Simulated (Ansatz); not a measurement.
Cost and result for the atomization energy of FI₃Si (`F[Si](I)(I)I`) (5 atoms, 4 bonds).

Total charge 0; spin multiplicity 1. Correlated methods include outer-core shells of I, which these sets cover unevenly. I takes the def2 core potential. All single points use the PBE0-D4/def2-TZVP geometry. Program: Ansatz. All runs use 4 threads of an Arm Neoverse V1 on a shared host. Times are those of one run each, without the atoms' runs, and a repeat can differ threefold. Electronic energies, without spin–orbit coupling; frozen cores. CCSD(T)/CBS adds CCSD(T) − MP2 in def2-TZVPP to the MP2 limit, and its time is that of the two runs behind it. T1 = 0.009. With those shells the extrapolation isn't a true limit. HSE06 is the plane-wave form, built on full-range PBE exchange.

CCSD(T)/CBS is a level of theory with its own doubt, some kJ/mol a heavy atom from the limit and from the frozen cores, so smaller differences don't rank the functionals.

| level | functions | wall time | atomization (kcal/mol) | difference from CCSD(T)/CBS | per bond |
| --- | --- | --- | --- | --- | --- |
| LDA (SPW92)/def2-TZVPP | 223 | 2 s | 399.6 | 53.1 | 13.3 |
| revPBE-D4/def2-TZVPP | 223 | 2.6 s | 335.6 | -10.9 | -2.7 |
| HSE06-D4/def2-TZVPP | 223 | 6 s | 339.6 | -6.9 | -1.7 |
| CAM-B3LYP-D4/def2-TZVPP | 223 | 6 s | 328.4 | -18.1 | -4.5 |
| r2SCAN-D4/def2-TZVPP (with forces) | 223 | 7.5 s | 341.4 | -5.1 | -1.3 |
| r2SCANh-D4/def2-TZVPP | 223 | 8.5 s | 337.6 | -8.9 | -2.2 |
| RPA@PBE/def2-TZVPP | 223 | 9.5 s | 289.5 | -57.0 | -14.3 |
| PBE-QIDH/def2-TZVPP | 223 | 10 s | 339.0 | -7.5 | -1.9 |
| B97M-V/def2-TZVPP | 223 | 14 s | 334.9 | -11.6 | -2.9 |
| CCSD(T)/def2-SVP | 110 | 17 s | 292.2 | -54.3 | -13.6 |
| MP2/def2-QZVPP | 373 | 21 s | 363.4 | 16.9 | 4.2 |
| CCSD(T)/def2-TZVPP | 223 | 8.6 min | 324.5 | -22.0 | -5.5 |
| CCSD(T)/CBS(def2) | – | 8.9 min | 346.5 | 0.0 | 0.0 |

From r2SCAN to r2SCAN0 (25 % exact exchange), in def2-TZVPP and without D4, the atomization energy moves by −9.8 kcal/mol: exact exchange takes away binding that semilocal exchange gives to molecules. At CCSD(T), def2-SVP lies −54.3 kcal/mol from the extrapolated value and def2-TZVPP −22.1 kcal/mol: correlation converges slowly with the basis, and small sets miss more of it in the bonded molecule than in its fragments. In def2-TZVPP, CCSD(T) changes the Hartree–Fock value by +96.5 kcal/mol (the triples alone add +11.1 kcal/mol) and MP2 by +122.3 kcal/mol; breaking electron pairs costs correlation energy, which Hartree–Fock lacks.

Spin–orbit coupling would lower the free I atoms strongly, and the atomization energy with them, by more than many differences here.
